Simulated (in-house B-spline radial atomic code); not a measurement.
The numbers below are computed, except where a source is named.
## Weak and strong correlation along the adiabatic connection

Two-electron singlets in several external potentials (atomic units), by full CI in B-splines with partial waves to l = 8 (correlation energies up to 0.6 % small). The repulsion is scaled by λ at fixed density; W(λ) is the mean repulsion less the Hartree energy, W(0) = E_x, and the area under W from 0 to 1 is E_xc.

One system gave this curve:

| λ | W (hartree) |
| --- | --- |
| 0 | -0.19136 |
| 0.02 | -0.19337 |
| 0.05 | -0.1962 |
| 0.12 | -0.20205 |
| 0.25 | -0.21069 |
| 0.4 | -0.21807 |
| 0.6 | -0.22517 |
| 0.8 | -0.23028 |
| 1 | -0.23415 |
| 1.4 | -0.23965 |
| 2 | -0.24491 |
| 3 | -0.25012 |
| 4.5 | -0.25456 |
| 7 | -0.25862 |

Task: Which system is it?
A. −V exp(−r²/w²), V = 0.689, w = 12.4
B. −V exp(−r²/w²), V = 5.75, w = 1.72
C. −Z exp(−kr)/r, Z = 8.94, k = 4.44
D. ω²r²/2 − Z/r, ω = 0.365, Z = 3

Result: A. The exchange energy sets the size: −V exp(−r²/w²), V = 0.689, w = 12.4: E_x = -0.191, E_c = -0.0277; −Z exp(−kr)/r, Z = 8.94, k = 4.44: E_x = -4.41, E_c = -0.0475; ω²r²/2 − Z/r, ω = 0.365, Z = 3: E_x = -1.67, E_c = -0.0433; −V exp(−r²/w²), V = 5.75, w = 1.72: E_x = -0.926, E_c = -0.0414 hartree.
